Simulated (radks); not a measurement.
Results of a calculation; reference values are marked as such.
Ionisation of the gadolinium ion Gd3+, [Xe] 4f7, to [Xe] 4f6 as the strength of local exchange is varied. Code: a radial shooting solver on a logarithmic mesh with Libxc functionals. Model: scalar-relativistic Kohn-Sham, Slater X-alpha exchange (alpha = 2/3 is LDA exchange), no correlation, spin-polarised, spherical densities, point nucleus; open shells are filled with parallel spins first (spin-orbit coupling, left out, can overturn this in heavy ions).

| alpha | E(Gd3+) (hartree) | exchange (hartree) | IE (eV) | -e of the level emptied (eV) | <r> of it (bohr) |
|---|---|---|---|---|---|
| 0.667 | -11256.3696 | -234.5220 | 44.075 | 34.305 (4f) | 0.8419 |
| 0.696 | -11266.6093 | -244.9483 | 45.138 | 35.290 (4f) | 0.8363 |
| 0.821 | -11310.8560 | -290.1052 | 49.856 | 39.685 (4f) | 0.8136 |
| 0.867 | -11327.1835 | -306.8108 | 51.647 | 41.362 (4f) | 0.8058 |
| 0.957 | -11359.1982 | -339.6322 | 55.233 | 44.732 (4f) | 0.7914 |

NIST Atomic Spectra Database: 44.4 eV (semi-empirical). The Delta-SCF value meets it near alpha = 0.68. Open shells are spherical and high-spin; term and fine-structure splittings are not resolved. Spin-orbit splitting is averaged out at the scalar-relativistic level. No tabulated value is given for the 4+ ions of Nd, Pm and Eu to Yb, where it belongs to another shell than the one emptied here.
